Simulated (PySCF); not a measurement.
PySCF input file for C₃H₆N₂Si, SMILES N#CC/C=N/[SiH3], TPSSh-D3(BJ)/def2-SVP. 

```python
import numpy as np
from pyscf import gto, scf, dft
import os
os.environ['JAX_PLATFORMS'] = 'cpu'
from ase import Atoms, units
from ase.calculators.calculator import Calculator, all_changes
from sella import Sella

mol = gto.M(
    atom='''
    N    -3.16501884    1.10658462   -0.56478882
    C    -2.41643753    0.48560050    0.03494347
    C    -1.45688807   -0.29653136    0.77179528
    C    -0.21439828   -0.50263619   -0.05816789
    N     0.89921727   -0.13138874    0.35630548
    Si    2.50779993   -0.17267432   -0.25772097
    H    -1.20009461    0.21844283    1.70059591
    H    -1.90698289   -1.26772706    1.00132515
    H    -0.38943055   -0.98908665   -1.02670210
    H     2.87496700    1.23871151   -0.28919953
    H     2.68526196   -0.79086513   -1.57630286
    H     3.21403425   -0.93700385    0.76633510
    ''',
    basis='def2-SVP',
    charge=0,
    spin=0,
    max_memory=1600,
    verbose=3,
)
mf = dft.RKS(mol, xc='tpssh').density_fit(auxbasis='def2-universal-jkfit')
mf.disp = 'd3bj'
mf.grids.level = 4
mf.conv_tol = 1e-9
mf.max_cycle = 100
mf.kernel()
grad = mf.nuc_grad_method()
grad.grid_response = mol.nao <= 150
scan = grad.as_scanner()
scan.verbose = scan.base.verbose = 0
class SCF(Calculator):
    implemented_properties = ['energy', 'forces']
    def calculate(self, atoms=None, properties=None, system_changes=all_changes):
        super().calculate(atoms, properties, system_changes)
        e, g = scan(mol.set_geom_(self.atoms.positions, unit='Angstrom', inplace=False))
        assert scan.converged
        self.results = {'energy': float(e) * units.Hartree, 'forces': -np.asarray(g) * units.Hartree / units.Bohr}
atoms = Atoms(mol.elements, mol.atom_coords(unit='Angstrom'), calculator=SCF())
conv = Sella(atoms, order=0, internal=True, allow_fragments=True).run(fmax=0.002, steps=150)
mol_eq = mol.set_geom_(atoms.positions, unit='Angstrom', inplace=False)
print(mol_eq.tostring(format='xyz'))
mf.reset(mol_eq)
mf.verbose = 3
mf.kernel()
```

Log of the run:

```
converged SCF energy = -516.675779055891
     Step          Energy         fmax         cmax       rtrust          rho
Sella   0   -14059.464073       2.5684       0.0000       0.1000       1.0000
Sella   1   -14059.577183       2.5684       0.0000       0.1000       1.1169
Sella   2   -14059.594923       0.5344       0.0000       0.1000       1.4398
Sella   3   -14059.606629       0.2743       0.0000       0.1000       1.3589
Sella   4   -14059.613486       0.1968       0.0000       0.1000       1.4228
Sella   5   -14059.617732       0.1990       0.0000       0.1000       1.2565
Sella   6   -14059.618926       0.1570       0.0000       0.1000       1.3114
Sella   7   -14059.619289       0.1025       0.0000       0.1000       1.2098
Sella   8   -14059.619353       0.0495       0.0000       0.1000       1.2276
Sella   9   -14059.619366       0.0234       0.0000       0.1000       1.0466
Sella  10   -14059.619368       0.0039       0.0000       0.1000       1.1730
Sella  11   -14059.619369       0.0036       0.0000       0.1000       1.4436
Sella  12   -14059.619369       0.0026       0.0000       0.1000       1.3155
12
XYZ from PySCF
N          -3.34533002        0.88635971       -0.66191439
C          -2.52238483        0.39117550       -0.00742689
C          -1.45795223       -0.23000430        0.78115630
C          -0.15357318       -0.35951088        0.00432010
N           0.95575625       -0.07853725        0.54421443
Si          2.53806199       -0.22327553       -0.22080575
H          -1.26899933        0.34612426        1.69904199
H          -1.79269992       -1.24049593        1.07908843
H          -0.27070155       -0.73113191       -1.03680017
H           3.16953090        1.11973049       -0.20000053
H           2.45533859       -0.72205125       -1.62756963
H           3.34242029       -1.16632106        0.59670239
converged SCF energy = -516.681486077855
```

The calculation finished and met its thresholds.

Cost: very roughly 8 core-minutes.
